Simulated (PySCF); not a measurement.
Coordinates in bohr (charge 0 multiplicity 1):
```
Rh    0.0000    0.0000    0.0000
I     4.6559    0.0000    0.0000
I    -2.3280    4.0321    0.0000
I    -2.3279   -4.0322    0.0000
```

Computed with PBE0/[Rh def2-SVP with ECP28, I def2-SVP with ECP28], scalar-relativistic core potentials, density fitting, no spin–orbit coupling, PySCF.

This geometry of RhI3 is a stationary point at this level.

**Question.** What is the point group?

**Answer.** D3h.

**Question.** Is it a minimum?

**Answer.** No: it has 1 imaginary mode, at 150i cm⁻¹ (a2'').

**Question.** Which band is strongest in the infrared?

**Answer.** 282 cm⁻¹ (e'), 47 km/mol.

**Question.** What are the dipole moment and the gap between the highest occupied and lowest empty levels?

**Answer.** 0.00 D and 2.08 eV.

Stability towards spin polarisation was not tested. Other isomers or separated fragments may lie lower. At this level a singlet minimum of C3v symmetry lies 55 kJ/mol below this structure.
